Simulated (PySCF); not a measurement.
**OsO₂, triplet: data card**

Method: UPBE0/[Os def2-TZVP with ECP60, O def2-TZVP], scalar-relativistic core potentials, density fitting, no spin–orbit coupling, PySCF.

The structure is a minimum.

```xyz
3
charge 0 multiplicity 3, angstrom
Os    0.0000    0.0000   -0.0946
O     1.5472    0.0000    0.5676
O    -1.5472    0.0000    0.5676
```

```
Point group                                                                   : C2v
Bond lengths                                                                  : Os–O 1.683 Å (×2)
Bond angles                                                                   : O–Os–O 133.7°
Zero-point energy                                                             : 13.8 kJ/mol
Entropy at 298.15 K and 1 bar (electronic part: spin only)                    : 283.9 J/(mol K)
Rotational constants                                                          : 1.402, 0.2201, 0.1903 cm⁻¹
Enthalpy at 298.15 K above 0 K                                                : 11.45 kJ/mol
Principal polarisabilities                                                    : 33.2, 37.6, 51.8 bohr³
Rotational symmetry number                                                    : 2
Heat capacity Cp at 298.15 K                                                  : 43.6 J/(mol K)
Highest occupied level (β)                                                    : -7.84 eV
Principal quadrupole moments (Buckingham, traceless) about the centre of mass : -5.90, 2.25, 3.65 D Å
Atomisation energy without zero-point energy                                  : 1068 kJ/mol
Lowest empty level (β)                                                        : -4.30 eV
Dipole moment                                                                 : 2.04 D
Spin squared ⟨S²⟩                                                             : 2.006
```

Harmonic modes (masses in u: Os 191.961, O 15.995):
| symmetry | ω (cm⁻¹) | IR (km/mol) | type |
| --- | --- | --- | --- |
| a1 | 228 | 3.4 | bend |
| b2 | 1007 | 234 | stretch |
| a1 | 1065 | 26.9 | stretch |

In C2v the vibrations span 2a1 + b2. Here b1 is antisymmetric to the molecular plane and b2 lies in it.

Charges (e):
```tsv
atom	Mulliken	Löwdin	polar tensor	spin (Mulliken)	Mayer order to Os1
Os1	0.86	0.63	1.26	1.86	–
O2,3	-0.43	-0.32	-0.63	0.07	2.02
```

Mulliken populations on Os1 (electrons outside its core potential): s 2.95, p 6.31, d 5.78, f 0.09.

Formally Os is in oxidation state +4, d4, with 2 unpaired electrons (the high-spin count would be 4). The Mulliken spin on Os is 1.86. The polar-tensor charge on Os, 1.26, is far below the formal one.

Other isomers or separated fragments may lie lower. With open d or f shells other occupations or spin states may lie lower. Spin–orbit coupling, left out here, can matter for elements this heavy.

The final relaxation and frequency run took roughly 60 core-seconds on a shared host.
